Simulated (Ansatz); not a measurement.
C₂H₆BiCl⁺, that is BiMe2Cl with one electron fewer. Total charge 1; doublet. Geometry B3LYP-D4/def2-SVP, that of the neutral singlet; atoms count from 1.

```xyz
10

Bi   -1.3714   -0.2231    0.2925
C    -0.0147   -0.8757   -1.4330
H     0.6246   -1.7059   -1.0954
H     0.5996   -0.0093   -1.7129
H    -0.6285   -1.1949   -2.2867
C     0.4202    0.4060    1.5719
H     0.0624    0.9545    2.4543
H     1.0594    1.0554    0.9585
H     0.9749   -0.4922    1.8850
Cl   -1.7266    2.0852   -0.6342
```

In the def2 sets Bi takes a core potential; there is no spin–orbit coupling.

Q: Estimate the Mulliken populations from the PBE0/def2-TZVP orbitals of Ansatz.

A: 
| atom | charge (e) | spin (α − β) |
| --- | --- | --- |
| Bi1 | 0.94 | 0.32 |
| C2 | -0.50 | 0.22 |
| H3 | 0.20 | 0.00 |
| H4 | 0.21 | 0.01 |
| H5 | 0.21 | -0.01 |
| C6 | -0.50 | 0.22 |
| H7 | 0.21 | -0.01 |
| H8 | 0.21 | 0.01 |
| H9 | 0.20 | 0.00 |
| Cl10 | -0.16 | 0.22 |
Mulliken values depend strongly on the basis.

Q: Where does the spin sit?

A: Summed by element: Bi 0.32, C 0.45, H 0.01, Cl 0.22, of 1 unpaired in all. Largest on single atoms: Bi1 0.32, C2 0.22, C6 0.22.

Q: And the Mayer bond orders between heavy atoms (over 0.3)?

A: Bi1–C2 0.85 (2.29 Å); Bi1–C6 0.85 (2.29 Å); Bi1–Cl10 1.13 (2.51 Å).
